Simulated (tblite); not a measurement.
A geometry optimisation, step by step.

Compound: C3H11BN2Si.
Numbering: `[CH:1]#[C:2][B@@H-:3]([NH3+:4])[CH2:5][SiH2:6][NH2:7]` (hydrogens: H8 on C1; H9 on B3; H10, H11, H12 on N4; H13, H14 on C5; H15, H16 on Si6; H17, H18 on N7)
Bond orders are those of one Lewis drawing.

Computed with GFN2-xTB (tblite), gas phase: L-BFGS steps from a force-field or distance-geometry start until the largest atomic force falls under 0.01 eV/Å. 11 of its 155 geometries are shown.

Step 0: E = -564.4885 eV, largest atomic force 2.461 eV/Å
```
atom  x, y, z in Å  |  force x, y, z in eV/Å
C1     -2.800    2.158   -0.029   -0.286   0.228  -0.138
C2     -1.990    1.304    0.214   -0.251  -0.039  -0.145
B3     -0.924    0.207    0.539   -0.701   1.885   1.418
N4     -1.485   -1.165    0.098   -0.790  -1.209  -0.448
C5      0.402    0.411   -0.270    0.528  -0.147  -1.845
Si6     1.664   -0.863    0.247    1.696   0.525   0.253
N7      3.291   -0.104    0.192   -1.122  -0.101   0.256
H8     -3.522    2.910   -0.260    0.374  -0.327   0.144
H9     -0.716    0.217    1.724   -0.151  -0.195   0.067
H10    -1.631   -1.076   -0.930    0.076  -0.429   1.008
H11    -0.752   -1.862    0.331   -0.896   0.371  -0.333
H12    -2.384   -1.330    0.593    0.805  -0.143  -0.563
H13     0.838    1.414   -0.199   -0.247  -0.183  -0.139
H14     0.167    0.207   -1.364    0.341   0.617   0.790
H15     1.386   -1.329    1.620    0.227  -0.076  -0.110
H16     1.664   -1.998   -0.674    0.073  -0.265  -0.112
H17     3.372    0.437   -0.690    0.195  -0.209   1.237
H18     3.413    0.468    1.054    0.129  -0.303  -1.340
```

Step 15: E = -564.9821 eV, largest atomic force 0.242 eV/Å
```
atom  x, y, z in Å  |  force x, y, z in eV/Å
C1     -2.864    2.198   -0.056   -0.114   0.100  -0.062
C2     -2.067    1.341    0.212    0.129  -0.137  -0.106
B3     -0.979    0.299    0.570   -0.145  -0.172   0.088
N4     -1.585   -1.206    0.121    0.001   0.080   0.006
C5      0.392    0.418   -0.301   -0.086   0.030  -0.042
Si6     1.736   -0.817    0.209    0.044   0.096  -0.013
N7      3.323   -0.126    0.212    0.068  -0.035  -0.023
H8     -3.566    2.948   -0.290    0.001  -0.017   0.019
H9     -0.798    0.233    1.742    0.008  -0.021   0.126
H10    -1.717   -1.161   -0.886    0.000  -0.065   0.065
H11    -0.873   -1.893    0.352   -0.080   0.082  -0.050
H12    -2.465   -1.438    0.577    0.085   0.118  -0.012
H13     0.812    1.421   -0.195   -0.069   0.018   0.060
H14     0.153    0.332   -1.367    0.065  -0.043  -0.016
H15     1.570   -1.350    1.562   -0.030   0.010   0.150
H16     1.776   -2.000   -0.668    0.006  -0.025  -0.180
H17     3.581    0.381   -0.622    0.078  -0.011   0.066
H18     3.562    0.425    1.022    0.039  -0.009  -0.077
```

Step 31: E = -565.0228 eV, largest atomic force 0.078 eV/Å
```
atom  x, y, z in Å  |  force x, y, z in eV/Å
C1     -2.883    2.176   -0.094   -0.049   0.048  -0.021
C2     -2.085    1.317    0.169    0.033  -0.058   0.025
B3     -1.016    0.272    0.577    0.048  -0.023   0.003
N4     -1.627   -1.208    0.130   -0.001   0.003   0.006
C5      0.378    0.431   -0.262    0.012  -0.011  -0.006
Si6     1.774   -0.771    0.200    0.004   0.028  -0.008
N7      3.394   -0.155    0.208   -0.024   0.012  -0.009
H8     -3.579    2.933   -0.321   -0.017   0.000  -0.032
H9     -0.874    0.213    1.761    0.024   0.006  -0.001
H10    -1.778   -1.200   -0.873    0.013  -0.004   0.028
H11    -0.939   -1.913    0.374   -0.008   0.022  -0.023
H12    -2.502   -1.378    0.615    0.004   0.008  -0.018
H13     0.747    1.451   -0.123   -0.033  -0.023   0.001
H14     0.175    0.347   -1.337   -0.001   0.062   0.048
H15     1.613   -1.317    1.554   -0.003  -0.030   0.027
H16     1.804   -1.891   -0.764   -0.005  -0.014  -0.005
H17     3.721    0.303   -0.628    0.007  -0.024   0.007
H18     3.668    0.394    1.008   -0.002  -0.002  -0.023
```

Step 46: E = -565.0329 eV, largest atomic force 0.124 eV/Å
```
atom  x, y, z in Å  |  force x, y, z in eV/Å
C1     -2.900    2.123   -0.153    0.026  -0.016   0.010
C2     -2.094    1.302    0.197   -0.015   0.013  -0.018
B3     -1.011    0.268    0.618   -0.037   0.118   0.012
N4     -1.623   -1.197    0.144    0.020   0.008   0.007
C5      0.382    0.478   -0.209   -0.040   0.014   0.016
Si6     1.766   -0.753    0.189   -0.016  -0.085   0.015
N7      3.400   -0.187    0.193    0.023  -0.004  -0.008
H8     -3.602    2.853   -0.450    0.031  -0.052   0.023
H9     -0.856    0.197    1.801   -0.050   0.007  -0.040
H10    -1.762   -1.166   -0.861    0.005  -0.012   0.011
H11    -0.953   -1.919    0.383    0.016  -0.007  -0.003
H12    -2.509   -1.353    0.614    0.011  -0.018  -0.021
H13     0.740    1.486    0.009    0.028   0.010   0.011
H14     0.187    0.478   -1.287   -0.013   0.008   0.003
H15     1.614   -1.346    1.524   -0.006  -0.004   0.056
H16     1.764   -1.854   -0.797   -0.010  -0.008  -0.041
H17     3.768    0.179   -0.669    0.030   0.016  -0.040
H18     3.679    0.418    0.950   -0.003   0.014   0.007
```

Step 62: E = -565.0446 eV, largest atomic force 0.126 eV/Å
```
atom  x, y, z in Å  |  force x, y, z in eV/Å
C1     -2.945    2.057   -0.245    0.024  -0.030   0.018
C2     -2.115    1.299    0.182   -0.034   0.029  -0.019
B3     -1.024    0.311    0.676   -0.058  -0.017  -0.017
N4     -1.575   -1.173    0.160    0.010  -0.007  -0.007
C5      0.398    0.545   -0.087    0.026  -0.001   0.011
Si6     1.741   -0.764    0.180   -0.003  -0.123   0.026
N7      3.391   -0.245    0.140   -0.004  -0.018   0.003
H8     -3.670    2.729   -0.608    0.011   0.003   0.017
H9     -0.940    0.240    1.863   -0.009  -0.007  -0.020
H10    -1.673   -1.130   -0.849   -0.002   0.019  -0.011
H11    -0.892   -1.883    0.403    0.005  -0.001   0.047
H12    -2.475   -1.367    0.586    0.019  -0.015   0.001
H13     0.803    1.501    0.250   -0.018   0.070  -0.001
H14     0.219    0.673   -1.159    0.027   0.025  -0.037
H15     1.626   -1.407    1.501   -0.012   0.008  -0.022
H16     1.660   -1.815   -0.864   -0.005   0.044   0.042
H17     3.797   -0.015   -0.753   -0.004   0.025  -0.006
H18     3.666    0.448    0.819    0.026  -0.003  -0.025
```

Step 77: E = -565.0514 eV, largest atomic force 0.063 eV/Å
```
atom  x, y, z in Å  |  force x, y, z in eV/Å
C1     -2.969    2.048   -0.271   -0.027   0.003  -0.005
C2     -2.135    1.292    0.148   -0.006  -0.024  -0.016
B3     -1.040    0.323    0.665    0.005  -0.006  -0.010
N4     -1.536   -1.182    0.158    0.011   0.008  -0.019
C5      0.410    0.589   -0.039    0.014   0.000  -0.016
Si6     1.719   -0.760    0.200    0.024   0.004   0.025
N7      3.380   -0.287    0.099    0.032   0.006  -0.019
H8     -3.703    2.714   -0.626    0.002   0.017  -0.002
H9     -0.992    0.263    1.855    0.009  -0.008   0.012
H10    -1.599   -1.166   -0.855   -0.002   0.018  -0.014
H11    -0.840   -1.861    0.444   -0.026   0.003   0.028
H12    -2.445   -1.395    0.557    0.033   0.003  -0.006
H13     0.804    1.528    0.360   -0.002  -0.029  -0.004
H14     0.291    0.769   -1.114   -0.053   0.023   0.024
H15     1.610   -1.413    1.516    0.014   0.016  -0.004
H16     1.585   -1.797   -0.847   -0.019  -0.017  -0.001
H17     3.754   -0.067   -0.811   -0.025  -0.009   0.011
H18     3.697    0.409    0.755    0.015  -0.005   0.017
```

Step 92: E = -565.0560 eV, largest atomic force 0.060 eV/Å
```
atom  x, y, z in Å  |  force x, y, z in eV/Å
C1     -2.992    2.030   -0.293    0.017  -0.013   0.014
C2     -2.162    1.267    0.122   -0.002   0.049  -0.001
B3     -1.054    0.325    0.665   -0.002  -0.005   0.007
N4     -1.498   -1.188    0.144   -0.012   0.008  -0.002
C5      0.408    0.629    0.002   -0.005  -0.046   0.038
Si6     1.704   -0.738    0.215    0.006   0.005  -0.012
N7      3.374   -0.329    0.039    0.015  -0.008   0.010
H8     -3.718    2.706   -0.647   -0.007  -0.012  -0.012
H9     -1.039    0.264    1.857    0.011  -0.002  -0.004
H10    -1.495   -1.183   -0.869    0.005   0.005  -0.027
H11    -0.825   -1.863    0.486    0.002  -0.005   0.011
H12    -2.429   -1.396    0.488   -0.029  -0.018  -0.001
H13     0.797    1.544    0.452    0.012   0.029   0.024
H14     0.300    0.866   -1.061   -0.005  -0.014  -0.045
H15     1.645   -1.350    1.551   -0.007  -0.004   0.030
H16     1.499   -1.804   -0.794   -0.008   0.006  -0.008
H17     3.712   -0.084   -0.878   -0.011   0.016  -0.010
H18     3.764    0.309    0.715    0.018   0.009  -0.011
```

Step 108: E = -565.0593 eV, largest atomic force 0.028 eV/Å
```
atom  x, y, z in Å  |  force x, y, z in eV/Å
C1     -2.991    2.024   -0.294   -0.005   0.004   0.002
C2     -2.158    1.277    0.143    0.009  -0.008  -0.012
B3     -1.059    0.323    0.680    0.013  -0.003   0.010
N4     -1.504   -1.180    0.127   -0.002  -0.006   0.000
C5      0.406    0.626    0.020   -0.004  -0.018   0.021
Si6     1.709   -0.731    0.244    0.007   0.001  -0.026
N7      3.377   -0.336    0.003   -0.009  -0.005   0.000
H8     -3.719    2.687   -0.666   -0.010   0.009  -0.002
H9     -1.044    0.240    1.870   -0.005  -0.001  -0.005
H10    -1.441   -1.163   -0.886   -0.004  -0.007   0.010
H11    -0.853   -1.861    0.500   -0.014  -0.004  -0.015
H12    -2.454   -1.389    0.414    0.009   0.014  -0.003
H13     0.787    1.550    0.460    0.011   0.017   0.015
H14     0.296    0.848   -1.047    0.005  -0.002  -0.016
H15     1.685   -1.308    1.595    0.002  -0.006   0.018
H16     1.468   -1.813   -0.743    0.009   0.003   0.015
H17     3.663   -0.039   -0.916   -0.003   0.007  -0.003
H18     3.822    0.251    0.691   -0.009   0.006  -0.009
```

Step 123: E = -565.0610 eV, largest atomic force 0.017 eV/Å
```
atom  x, y, z in Å  |  force x, y, z in eV/Å
C1     -2.994    2.015   -0.304   -0.006   0.005  -0.008
C2     -2.150    1.279    0.132    0.002  -0.001  -0.004
B3     -1.059    0.321    0.681   -0.012   0.000   0.000
N4     -1.510   -1.173    0.108    0.000  -0.002   0.001
C5      0.418    0.624    0.056    0.005   0.004  -0.008
Si6     1.719   -0.738    0.272   -0.004  -0.008   0.006
N7      3.375   -0.337   -0.038   -0.006   0.008   0.010
H8     -3.730    2.668   -0.679    0.011   0.003   0.006
H9     -1.072    0.230    1.870    0.003  -0.007   0.015
H10    -1.415   -1.157   -0.902   -0.010  -0.001   0.012
H11    -0.891   -1.875    0.498    0.003  -0.002  -0.004
H12    -2.474   -1.354    0.367    0.008  -0.003  -0.013
H13     0.799    1.538    0.519   -0.005   0.000   0.001
H14     0.331    0.864   -1.010    0.003   0.000  -0.002
H15     1.736   -1.288    1.634    0.008   0.007   0.000
H16     1.454   -1.842   -0.683   -0.004   0.001   0.001
H17     3.610   -0.016   -0.964    0.006  -0.004  -0.007
H18     3.843    0.247    0.637   -0.003   0.001  -0.005
```

Step 139: E = -565.0623 eV, largest atomic force 0.037 eV/Å
```
atom  x, y, z in Å  |  force x, y, z in eV/Å
C1     -2.970    2.033   -0.304   -0.012   0.007  -0.014
C2     -2.149    1.274    0.137    0.021  -0.016   0.024
B3     -1.071    0.302    0.686    0.030   0.018   0.003
N4     -1.516   -1.181    0.085    0.002  -0.001   0.000
C5      0.413    0.615    0.078    0.013  -0.019   0.001
Si6     1.724   -0.735    0.307   -0.003   0.001   0.007
N7      3.366   -0.324   -0.061   -0.003   0.001   0.015
H8     -3.686    2.704   -0.685    0.001   0.004   0.007
H9     -1.087    0.189    1.873   -0.027   0.006  -0.008
H10    -1.419   -1.150   -0.925   -0.003   0.008  -0.005
H11    -0.898   -1.889    0.465    0.007  -0.008   0.002
H12    -2.481   -1.367    0.336   -0.014  -0.013  -0.002
H13     0.782    1.531    0.546   -0.014   0.002  -0.004
H14     0.339    0.853   -0.989   -0.004   0.007   0.009
H15     1.795   -1.248    1.683   -0.018   0.016  -0.028
H16     1.438   -1.861   -0.617    0.011  -0.013   0.008
H17     3.576   -0.035   -1.003    0.001  -0.002   0.000
H18     3.835    0.294    0.582    0.013   0.000  -0.016
```

Step 154: E = -565.0638 eV, largest atomic force 0.009 eV/Å
```
atom  x, y, z in Å  |  force x, y, z in eV/Å
C1     -2.936    2.056   -0.304   -0.004  -0.001   0.005
C2     -2.145    1.270    0.143   -0.004  -0.002   0.001
B3     -1.085    0.278    0.692   -0.004   0.003   0.000
N4     -1.522   -1.194    0.055    0.000  -0.005  -0.004
C5      0.405    0.603    0.107   -0.003   0.006  -0.001
Si6     1.732   -0.725    0.347    0.003  -0.003  -0.005
N7      3.356   -0.311   -0.090    0.007  -0.005  -0.004
H8     -3.630    2.752   -0.683   -0.003  -0.002   0.001
H9     -1.127    0.143    1.876    0.002   0.002  -0.001
H10    -1.422   -1.135   -0.953   -0.003   0.006  -0.005
H11    -0.898   -1.905    0.419    0.003   0.001   0.000
H12    -2.486   -1.396    0.298   -0.002   0.001   0.001
H13     0.754    1.523    0.583    0.003   0.000   0.000
H14     0.338    0.849   -0.959    0.005  -0.003  -0.002
H15     1.838   -1.179    1.738    0.004   0.004   0.007
H16     1.442   -1.894   -0.521    0.002   0.003   0.001
H17     3.536   -0.076   -1.054   -0.003  -0.007   0.005
H18     3.840    0.348    0.499   -0.001   0.000   0.003
```

Question: Summarise the path.

Answer: The energy falls by 13.27 kcal/mol from step 0 to step 154; nine tenths of that is first reached at step 20. It falls at every step. The largest force goes from 2.461 to 0.009 eV/Å. Among the bonds B3–N4 changes most, from 1.546 to 1.662 Å; the atoms move by 0.447 Å rms after alignment.

Question: Follow the three bonds and two angles with the largest change from start to end.

Answer: 
```json
{"step": "0", "E above end (kcal/mol)": "13.27", "largest force (eV/Å)": "2.461", "B3–N4 (Å)": "1.546", "B3–C5 (Å)": "1.566", "Si6–N7 (Å)": "1.796", "Si6–N7–H17 (°)": "108.4", "Si6–N7–H18 (°)": "108.3"}
{"step": "7", "E above end (kcal/mol)": "3.70", "largest force (eV/Å)": "0.444", "B3–N4 (Å)": "1.651", "B3–C5 (Å)": "1.617", "Si6–N7 (Å)": "1.738", "Si6–N7–H17 (°)": "112.4", "Si6–N7–H18 (°)": "114.0"}
{"step": "13", "E above end (kcal/mol)": "2.21", "largest force (eV/Å)": "0.295", "B3–N4 (Å)": "1.672", "B3–C5 (Å)": "1.639", "Si6–N7 (Å)": "1.733", "Si6–N7–H17 (°)": "113.7", "Si6–N7–H18 (°)": "115.2"}
{"step": "20", "E above end (kcal/mol)": "1.27", "largest force (eV/Å)": "0.122", "B3–N4 (Å)": "1.649", "B3–C5 (Å)": "1.634", "Si6–N7 (Å)": "1.731", "Si6–N7–H17 (°)": "118.8", "Si6–N7–H18 (°)": "116.1"}
{"step": "27", "E above end (kcal/mol)": "1.01", "largest force (eV/Å)": "0.093", "B3–N4 (Å)": "1.655", "B3–C5 (Å)": "1.634", "Si6–N7 (Å)": "1.731", "Si6–N7–H17 (°)": "117.8", "Si6–N7–H18 (°)": "116.7"}
{"step": "33", "E above end (kcal/mol)": "0.92", "largest force (eV/Å)": "0.055", "B3–N4 (Å)": "1.667", "B3–C5 (Å)": "1.634", "Si6–N7 (Å)": "1.732", "Si6–N7–H17 (°)": "117.7", "Si6–N7–H18 (°)": "117.1"}
{"step": "40", "E above end (kcal/mol)": "0.83", "largest force (eV/Å)": "0.090", "B3–N4 (Å)": "1.661", "B3–C5 (Å)": "1.632", "Si6–N7 (Å)": "1.733", "Si6–N7–H17 (°)": "117.5", "Si6–N7–H18 (°)": "118.0"}
{"step": "47", "E above end (kcal/mol)": "0.68", "largest force (eV/Å)": "0.100", "B3–N4 (Å)": "1.656", "B3–C5 (Å)": "1.635", "Si6–N7 (Å)": "1.730", "Si6–N7–H17 (°)": "117.4", "Si6–N7–H18 (°)": "116.9"}
{"step": "54", "E above end (kcal/mol)": "0.57", "largest force (eV/Å)": "0.065", "B3–N4 (Å)": "1.661", "B3–C5 (Å)": "1.634", "Si6–N7 (Å)": "1.731", "Si6–N7–H17 (°)": "118.6", "Si6–N7–H18 (°)": "116.0"}
{"step": "60", "E above end (kcal/mol)": "0.48", "largest force (eV/Å)": "0.061", "B3–N4 (Å)": "1.666", "B3–C5 (Å)": "1.630", "Si6–N7 (Å)": "1.731", "Si6–N7–H17 (°)": "118.4", "Si6–N7–H18 (°)": "116.7"}
{"step": "67", "E above end (kcal/mol)": "0.36", "largest force (eV/Å)": "0.050", "B3–N4 (Å)": "1.661", "B3–C5 (Å)": "1.633", "Si6–N7 (Å)": "1.732", "Si6–N7–H17 (°)": "117.4", "Si6–N7–H18 (°)": "117.3"}
{"step": "74", "E above end (kcal/mol)": "0.32", "largest force (eV/Å)": "0.052", "B3–N4 (Å)": "1.663", "B3–C5 (Å)": "1.635", "Si6–N7 (Å)": "1.730", "Si6–N7–H17 (°)": "118.0", "Si6–N7–H18 (°)": "116.8"}
{"step": "80", "E above end (kcal/mol)": "0.25", "largest force (eV/Å)": "0.054", "B3–N4 (Å)": "1.662", "B3–C5 (Å)": "1.633", "Si6–N7 (Å)": "1.731", "Si6–N7–H17 (°)": "117.9", "Si6–N7–H18 (°)": "117.0"}
{"step": "87", "E above end (kcal/mol)": "0.22", "largest force (eV/Å)": "0.047", "B3–N4 (Å)": "1.661", "B3–C5 (Å)": "1.634", "Si6–N7 (Å)": "1.731", "Si6–N7–H17 (°)": "117.7", "Si6–N7–H18 (°)": "117.0"}
{"step": "94", "E above end (kcal/mol)": "0.16", "largest force (eV/Å)": "0.040", "B3–N4 (Å)": "1.661", "B3–C5 (Å)": "1.634", "Si6–N7 (Å)": "1.729", "Si6–N7–H17 (°)": "118.2", "Si6–N7–H18 (°)": "117.2"}
{"step": "100", "E above end (kcal/mol)": "0.12", "largest force (eV/Å)": "0.043", "B3–N4 (Å)": "1.663", "B3–C5 (Å)": "1.634", "Si6–N7 (Å)": "1.731", "Si6–N7–H17 (°)": "117.9", "Si6–N7–H18 (°)": "117.0"}
{"step": "107", "E above end (kcal/mol)": "0.11", "largest force (eV/Å)": "0.055", "B3–N4 (Å)": "1.662", "B3–C5 (Å)": "1.634", "Si6–N7 (Å)": "1.731", "Si6–N7–H17 (°)": "117.9", "Si6–N7–H18 (°)": "117.5"}
{"step": "114", "E above end (kcal/mol)": "0.08", "largest force (eV/Å)": "0.034", "B3–N4 (Å)": "1.662", "B3–C5 (Å)": "1.633", "Si6–N7 (Å)": "1.730", "Si6–N7–H17 (°)": "117.5", "Si6–N7–H18 (°)": "117.7"}
{"step": "121", "E above end (kcal/mol)": "0.07", "largest force (eV/Å)": "0.021", "B3–N4 (Å)": "1.663", "B3–C5 (Å)": "1.634", "Si6–N7 (Å)": "1.731", "Si6–N7–H17 (°)": "117.6", "Si6–N7–H18 (°)": "117.3"}
{"step": "127", "E above end (kcal/mol)": "0.06", "largest force (eV/Å)": "0.011", "B3–N4 (Å)": "1.662", "B3–C5 (Å)": "1.634", "Si6–N7 (Å)": "1.731", "Si6–N7–H17 (°)": "117.7", "Si6–N7–H18 (°)": "117.4"}
{"step": "134", "E above end (kcal/mol)": "0.05", "largest force (eV/Å)": "0.026", "B3–N4 (Å)": "1.664", "B3–C5 (Å)": "1.633", "Si6–N7 (Å)": "1.731", "Si6–N7–H17 (°)": "117.8", "Si6–N7–H18 (°)": "117.2"}
{"step": "141", "E above end (kcal/mol)": "0.03", "largest force (eV/Å)": "0.036", "B3–N4 (Å)": "1.663", "B3–C5 (Å)": "1.633", "Si6–N7 (Å)": "1.732", "Si6–N7–H17 (°)": "117.6", "Si6–N7–H18 (°)": "116.9"}
{"step": "147", "E above end (kcal/mol)": "0.01", "largest force (eV/Å)": "0.021", "B3–N4 (Å)": "1.661", "B3–C5 (Å)": "1.633", "Si6–N7 (Å)": "1.732", "Si6–N7–H17 (°)": "117.6", "Si6–N7–H18 (°)": "117.0"}
{"step": "154", "E above end (kcal/mol)": "0.00", "largest force (eV/Å)": "0.009", "B3–N4 (Å)": "1.662", "B3–C5 (Å)": "1.633", "Si6–N7 (Å)": "1.732", "Si6–N7–H17 (°)": "117.6", "Si6–N7–H18 (°)": "117.3"}
```

What follows is the cost of the whole relaxation. Time: 1.9 s of wall time. Hardware: an Arm Neoverse N1 with one thread, no GPU, shared host with 64 logical CPUs at a one-minute load of 61.
